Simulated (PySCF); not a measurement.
Can point charges reproduce the dipole moment of `C(=C)[C@H]1[P@](P)(C1)=S`?

Coordinates (PBE0-D3(BJ)/def2-SVP, Å) and charges (e) from the PBE0/pcSseg-1 density (PySCF):

```json
{"atom": "C1", "x": "2.674", "y": "-0.670", "z": "0.413", "Mulliken": "-0.1574", "IAO": "-0.3111", "Hirshfeld": "-0.0998", "ESP-fitted": "-0.4563"}
{"atom": "C2", "x": "1.564", "y": "0.054", "z": "0.575", "Mulliken": "-0.1022", "IAO": "-0.1290", "Hirshfeld": "-0.0439", "ESP-fitted": "-0.1784"}
{"atom": "C3", "x": "0.422", "y": "0.039", "z": "-0.356", "Mulliken": "-0.3795", "IAO": "-0.3029", "Hirshfeld": "-0.0664", "ESP-fitted": "+0.0653"}
{"atom": "C4", "x": "-0.334", "y": "1.342", "z": "-0.662", "Mulliken": "-0.2793", "IAO": "-0.4775", "Hirshfeld": "-0.1157", "ESP-fitted": "-0.3451"}
{"atom": "P5", "x": "-1.276", "y": "0.178", "z": "0.351", "Mulliken": "+0.1946", "IAO": "+0.7817", "Hirshfeld": "+0.2407", "ESP-fitted": "+0.1767"}
{"atom": "P6", "x": "-2.578", "y": "-0.941", "z": "-1.024", "Mulliken": "-0.0029", "IAO": "-0.0046", "Hirshfeld": "+0.0733", "ESP-fitted": "-0.1816"}
{"atom": "S7", "x": "-1.673", "y": "0.435", "z": "2.234", "Mulliken": "-0.3324", "IAO": "-0.5455", "Hirshfeld": "-0.3017", "ESP-fitted": "-0.3486"}
{"atom": "H8", "x": "3.485", "y": "-0.633", "z": "1.145", "Mulliken": "+0.1283", "IAO": "+0.1554", "Hirshfeld": "+0.0513", "ESP-fitted": "+0.1992"}
{"atom": "H9", "x": "2.811", "y": "-1.326", "z": "-0.452", "Mulliken": "+0.1176", "IAO": "+0.1422", "Hirshfeld": "+0.0453", "ESP-fitted": "+0.1956"}
{"atom": "H10", "x": "1.453", "y": "0.694", "z": "1.459", "Mulliken": "+0.1218", "IAO": "+0.1544", "Hirshfeld": "+0.0436", "ESP-fitted": "+0.1797"}
{"atom": "H11", "x": "0.523", "y": "-0.653", "z": "-1.200", "Mulliken": "+0.1560", "IAO": "+0.1590", "Hirshfeld": "+0.0492", "ESP-fitted": "+0.1136"}
{"atom": "H12", "x": "-0.625", "y": "1.529", "z": "-1.701", "Mulliken": "+0.1729", "IAO": "+0.1691", "Hirshfeld": "+0.0552", "ESP-fitted": "+0.1617"}
{"atom": "H13", "x": "0.008", "y": "2.234", "z": "-0.124", "Mulliken": "+0.1799", "IAO": "+0.1744", "Hirshfeld": "+0.0596", "ESP-fitted": "+0.1706"}
{"atom": "H14", "x": "-3.756", "y": "-0.281", "z": "-0.559", "Mulliken": "+0.0907", "IAO": "+0.0168", "Hirshfeld": "+0.0044", "ESP-fitted": "+0.1301"}
{"atom": "H15", "x": "-2.722", "y": "-2.022", "z": "-0.103", "Mulliken": "+0.0920", "IAO": "+0.0177", "Hirshfeld": "+0.0051", "ESP-fitted": "+0.1176"}
```

**Question.** Compute μ = Σ q r for each scheme (1 e·Å = 4.803 D) and compare with the dipole of the full density.

**Answer.** The full density gives (0.58, -0.43, -3.30) D, 3.38 D in size; dipole vectors point from the negative to the positive end.

```
    scheme     μx     μy     μz  size (D)  share of the full size (%)  angle to the full dipole (°)
  Mulliken   0.03  -0.94  -3.69      3.81                         113                            12
       IAO  -0.20  -1.06  -4.28      4.41                         131                            14
 Hirshfeld   0.07  -0.67  -3.33      3.39                         100                             9
ESP-fitted   0.60  -0.46  -3.52      3.60                         106                             0
```

**Question.** Which set comes closest?

**Answer.** Length of the difference vector: ESP-fitted 0.21 D, Hirshfeld 0.56 D, Mulliken 0.84 D, IAO 1.40 D. Closest: ESP-fitted. ESP charges are fitted to the potential around the molecule, whose slowest-falling term is the dipole's. The schemes that divide the density aren't constrained to reproduce the dipole.

**Question.** What is left for the Hirshfeld atoms' own dipoles?

**Answer.** The Hirshfeld atoms' densities add up to the full density, so μ = Σ q r + Σ (atomic dipoles). The atomic dipoles sum to (0.58, -0.43, -3.30) − (0.07, -0.67, -3.33) = (0.51, 0.24, 0.03) D, 0.56 D in size.

**Question.** With the origin at the mean of the coordinates, (-0.002, -0.001, 0.000) Å, which are the largest single terms, by size, of the ESP-fitted dipole along the direction of the full one?

**Answer.** S7 +4.23, H10 -1.09, H12 +1.05, H9 +1.03, H11 +0.73 D; all 15 atoms together +3.60 D. The single terms depend on the origin, their sum doesn't.

**Question.** Give the size of the full dipole in other units.

**Answer.** 3.38 D = 1.331 au = 0.704 e·Å = 11.28 × 10⁻³⁰ C·m.

Geometry: PBE0-D3(BJ)/def2-SVP, one conformer, isolated molecule.

These values come from a run that also computed NMR shieldings. On an Intel Xeon Platinum 8488C with one thread, no GPU (shared host), this took 41 s wall and 0.86 GiB of memory at its peak.

Shape of the structure used: `[CH2:1]=[CH:2][C@@H:3]1[CH2:4][P@:5]1([PH2:6])=[S:7]`: C1–C2–C3–C4 -142°, H–P6–P5–C4 -108°, H–P6–P5–C4 158°.
